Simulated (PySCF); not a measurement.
B3LYP has the VWN-RPA correlation part, as in Gaussian. 

Z-matrix (Å, degrees):
```
Mo
F 1 1.8640
F 1 1.8644 2 147.46
F 1 1.8660 2 81.38 3 -73.77
F 1 1.8667 2 88.99 4 146.16
C 1 2.1592 2 127.07 4 -70.74
H 6 1.1056 1 105.49 2 117.15
H 6 1.1060 7 110.88 4 -151.70
H 6 1.1072 7 110.57 8 -122.82
C 1 2.1599 2 80.70 4 -133.70
H 10 1.1056 1 105.38 2 -44.22
H 10 1.1059 11 110.89 2 -88.96
H 10 1.1072 11 110.54 12 -122.86
```
Charge 0, multiplicity 1.

**Question.** Estimate the HOMO–LUMO gap, HOMO, charge on the central atom (Mulliken), total energy, dipole moment and LUMO that B3LYP-D3(BJ)/def2-TZVP // BP86-D3(BJ)/def2-SVP (PySCF) returns for this input.

**Answer.** 
```json
{
  "HOMO–LUMO gap": "4.13 eV",
  "HOMO": "-8.72 eV",
  "charge on the central atom (Mulliken)": "1.56 e",
  "total_energy": "-547.7880 Ha",
  "dipole_moment": "3.23 D",
  "LUMO": "-4.59 eV"
}
```
